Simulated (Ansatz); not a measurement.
`[SiH3][SnH2][SH]` + H₂ → `[SiH3][SnH3]` + H₂S at 400 K and 1 bar (hydrogenolysis of the Sn–S bond).

Program: Ansatz. Geometries: PBE0-D4/def2-TZVP. ΔE: electronic, gas phase. CCSD(T)/CBS adds triple-zeta CCSD(T) − MP2 to the extrapolated MP2 energy (def2 sets, frozen cores). This one scheme is used for every species. def2 core potentials past Kr. For Sn outer-core shells are correlated without core-valence functions, which leaves a few kJ/mol of doubt a bond. Each species was taken in one conformer, which may not be the lowest.

```tsv
species	CCSD(T)/CBS energy (Eh)	H − E (kJ/mol)	S (J/(mol·K))
`[SiH3][SnH2][SH]`	-904.49804	158.4	408.4
H₂	-1.17544	38.0	139.0
`[SiH3][SnH3]`	-506.68362	143.7	335.4
H₂S	-398.97279	53.4	215.9
```

H − E and S are ideal-gas, rigid-rotor, harmonic terms from PBE0-D4/def2-TZVP, for one conformer and one mirror image of each species. The MP2-based limit puts H₂ 0.8 mEh under its directly extrapolated value; such offsets cancel only in part. 1 Eh = 2625.50 kJ/mol, R = 8.31446 J/(mol·K).

By hand: ΔE, ΔH, ΔS and ΔG.

ΔE = (-506.68362) + (-398.97279) − (-904.49804) − (-1.17544) = 0.01707 Eh = 44.8 kJ/mol. Δ(H − E) = 143.7 + 53.4 − 158.4 − 38.0 = 0.7, so ΔH = 45.5 kJ/mol. ΔS = 335.4 + 215.9 − 408.4 − 139.0 = 3.9 J/(mol·K). ΔG = 45.5 − 400 × (3.9)/1000 = 43.9 kJ/mol.

By hand: the equilibrium constant, and the temperature at which ΔG would vanish if ΔH and ΔS stayed fixed.

log₁₀ K = −ΔG/(RT ln 10) = -5.7. ΔG = 0 at ΔH/ΔS = 11667 K, far beyond where these terms or the molecules hold.

The number of gas molecules stays the same, so ΔS is small and ΔH decides. A doubt of 5 kJ/mol in ΔE shifts log₁₀ K by 0.7 here. Other conformers and mirror images would add mixing entropy, several J/(mol·K) or more a flexible species. Modes under 60 cm⁻¹, often nearly free rotors, make the harmonic entropy too high. These are equilibria of isolated gas molecules and say nothing of rates. Largest T1 diagnostic: 0.013 (customary marks: 0.02 for closed shells, 0.045 for open ones).
